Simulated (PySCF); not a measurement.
**`C=C1CC[C@@H](NC=O)C1`: 4 charge schemes on one density**

Species: C7H11NO.
Atom-mapped SMILES: `[CH2:1]=[C:2]1[CH2:3][CH2:4][C@@H:5]([NH:6][CH:7]=[O:8])[CH2:9]1` (hydrogens: H10, H11 on C1; H12, H13 on C3; H14, H15 on C4; H16 on C5; H17 on N6; H18 on C7; H19, H20 on C9)

Structure used (GFN2-xTB), in Å, numbered top down from 1:
```xyz
20
C7H11NO angstrom
C      2.1811    1.0975    1.3190
C      1.3515    0.4093    0.5561
C      1.0535   -1.0631    0.6918
C      0.1877   -1.4047   -0.5240
C     -0.5281   -0.0909   -0.8606
N     -1.6833    0.1076   -0.0093
C     -2.9293    0.2517   -0.4891
O     -3.2403    0.2260   -1.6534
C      0.5417    0.9709   -0.5827
H      2.7383    0.6333    2.1148
H      2.3410    2.1521    1.1734
H      0.5111   -1.2477    1.6228
H      1.9673   -1.6558    0.7288
H      0.8187   -1.6897   -1.3658
H     -0.5163   -2.2131   -0.3328
H     -0.9036   -0.0640   -1.8856
H     -1.5141    0.1576    0.9823
H     -3.6676    0.4006    0.3228
H      0.1074    1.9428   -0.3494
H      1.1781    1.0903   -1.4622
```

Density: PBE0/pcSseg-1 (PySCF); schemes: Mulliken, IAO, Hirshfeld and ESP-fitted. The structure is a single GFN2-xTB conformer in the gas phase; no vibrational or solvent corrections.

Q: Do the Mulliken, IAO, Hirshfeld and ESP-fitted schemes agree on where the charge is lowest?

A: The schemes don't all agree: Mulliken C2 (-0.462); IAO O8 (-0.492); Hirshfeld O8 (-0.291); ESP-fitted C1 (-0.653).

Q: At which atom do the 4 schemes differ most?

A: At C2: from -0.462 (Mulliken) to +0.261 e (ESP-fitted), 0.723 e apart.

Q: Tabulate the Mulliken, IAO, Hirshfeld and ESP-fitted charges.

A: In e:

| atom | environment | Mulliken | IAO | Hirshfeld | ESP-fitted |
| --- | --- | --- | --- | --- | --- |
| C1 | terminal =CH2 carbon | -0.050 | -0.349 | -0.123 | -0.653 |
| C2 | fully substituted alkene carbon | -0.462 | +0.013 | +0.008 | +0.261 |
| C3 | allylic carbon | -0.127 | -0.282 | -0.074 | -0.086 |
| C4 | ring CH2 carbon | -0.120 | -0.271 | -0.074 | -0.320 |
| C5 | sp3 carbon bound to nitrogen | -0.158 | -0.015 | +0.026 | +0.413 |
| N6 | amide nitrogen | -0.438 | -0.339 | -0.097 | -0.524 |
| C7 | amide carbonyl carbon | +0.413 | +0.304 | +0.128 | +0.440 |
| O8 | amide oxygen | -0.440 | -0.492 | -0.291 | -0.513 |
| C9 | allylic carbon | -0.013 | -0.286 | -0.076 | -0.407 |
| H10 | vinylic hydrogen | +0.098 | +0.145 | +0.043 | +0.204 |
| H11 | vinylic hydrogen | +0.099 | +0.146 | +0.043 | +0.229 |
| H12 | methylene hydrogen | +0.132 | +0.141 | +0.040 | +0.054 |
| H13 | methylene hydrogen | +0.141 | +0.154 | +0.047 | +0.078 |
| H14 | methylene hydrogen | +0.129 | +0.141 | +0.045 | +0.098 |
| H15 | methylene hydrogen | +0.123 | +0.146 | +0.041 | +0.103 |
| H16 | methine hydrogen | +0.127 | +0.169 | +0.045 | +0.037 |
| H17 | amide N–H hydrogen | +0.198 | +0.267 | +0.132 | +0.301 |
| H18 | formyl hydrogen | +0.066 | +0.098 | +0.043 | +0.026 |
| H19 | methylene hydrogen | +0.132 | +0.153 | +0.044 | +0.129 |
| H20 | methylene hydrogen | +0.149 | +0.156 | +0.050 | +0.131 |

Mean size of the charges over all atoms: ESP-fitted 0.250 e, IAO 0.203 e, Mulliken 0.181 e, Hirshfeld 0.074 e. Each set sums to the total charge, 0, to within 0.001 e. The Mulliken scheme gives each basis function's population to the atom it is centred on and halves the overlap population of two atoms between them. The Hirshfeld scheme divides the density at each point in proportion to the densities of the neutral, spherically averaged free atoms.

Q: How closely do the schemes follow one another over all atoms?

A: Correlation coefficient and root-mean-square difference: IAO with Hirshfeld 0.95, 0.147 e; IAO with ESP-fitted 0.87, 0.158 e; Hirshfeld with ESP-fitted 0.85, 0.235 e; Mulliken with IAO 0.77, 0.157 e; Mulliken with Hirshfeld 0.75, 0.167 e; Mulliken with ESP-fitted 0.52, 0.272 e.

Q: Sum the charges by element, for elements with more than one atom.

A: 
| element | atoms | Mulliken | IAO | Hirshfeld | ESP-fitted |
| --- | --- | --- | --- | --- | --- |
| C | 7 | -0.516 | -0.885 | -0.185 | -0.353 |
| H | 11 | +1.394 | +1.716 | +0.573 | +1.390 |
